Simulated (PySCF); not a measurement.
In(Cl)2(SeH) (Cl2HInSe), SMILES [Cl][In]([Cl])[SeH].

Geometry optimised at B3LYP-D3(BJ)/def2-SVP. The structure was generated by enumeration; whether it is a known compound was not checked. The def2 effective core potentials stand for the cores of In; spin–orbit coupling is left out. Other conformers were not sampled.

The numbers are results of PySCF with TDA-M06-2X/def2-SVPD, not measurements.

Vertical excitations. The molecule is in vacuum. State labels are in the subgroup Cs.

```tsv
state	symmetry	energy (eV)	λ (nm)	f	main pairs
S1	A"	4.07	305	0.011	HOMO→LUMO 96 %
S2	A'	5.14	241	0.008	HOMO→LUMO+1 60 %, HOMO−1→LUMO 37 %
S3	A'	5.49	226	0.020	HOMO−2→LUMO 92 %
S4	A"	5.53	224	0.000	HOMO−3→LUMO 94 %
S5	A"	5.75	215	0.007	HOMO→LUMO+2 72 %
S6	A'	5.76	215	0.169	HOMO−5→LUMO 46 %, HOMO−1→LUMO 28 %, HOMO→LUMO+1 19 %
S7	A"	5.94	209	0.035	HOMO−4→LUMO 78 %
S8	A"	6.11	203	0.014	HOMO−1→LUMO+1 82 %, HOMO−4→LUMO 12 %
S9	A"	6.41	193	0.000	HOMO−2→LUMO+1 98 %
S10	A'	6.55	189	0.020	HOMO−3→LUMO+1 64 %, HOMO−6→LUMO 29 %
T1	A"	3.75	331	0	HOMO→LUMO 95 %
T2	A'	4.57	271	0	HOMO−1→LUMO 74 %, HOMO→LUMO+1 20 %
T3	A'	4.88	254	0	HOMO→LUMO+1 78 %, HOMO−1→LUMO 20 %
T4	A'	5.13	241	0	HOMO−2→LUMO 93 %
```
Triplets are in the Tamm–Dancoff approximation.
